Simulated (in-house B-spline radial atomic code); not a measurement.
A fraction x of an electron is removed from 5p in Sn, starting from [Kr] 4d10 5s2 5p2 and keeping the highest spin. Level of theory: scalar-relativistic (X2C) SCAN, spin-polarised, spherical fractional occupations, Fermi nucleus of rms radius 4.6519 fm; calculated with an all-electron radial atomic-structure program (B-spline basis).

```csv
x,E(x) - E(0) (eV),5p up level (eV)
0,0.0000,-4.381
0.09,0.4184,-4.918
0.17,0.8311,-5.402
0.27,1.4020,-6.017
0.49,2.8772,-7.401
0.5,2.9515,-7.464
0.59,3.6493,-8.042
0.71,4.6610,-8.821
0.78,5.2945,-9.280
0.93,6.7605,-10.268
1,7.4954,-10.730
```

The exact functional would give a straight line between the two integer points. Deviations E(x) - E(0) - x[E(1) - E(0)], in eV: -0.256 at x = 0.09, -0.443 at x = 0.17, -0.622 at x = 0.27, -0.796 at x = 0.49, -0.796 at x = 0.5, -0.773 at x = 0.59, -0.661 at x = 0.71, -0.552 at x = 0.78, -0.21 at x = 0.93.

The curve lies below the straight line by up to 0.796 eV (at x = 0.49): convex, the delocalisation error that favours fractional charges.

Task: How well does Slater's transition state (minus the level at half occupation) give the ionisation energy?

Result: It gives 7.464 eV against 7.495 eV from the two total energies; NIST lists 7.34 eV, ground level to ground level.
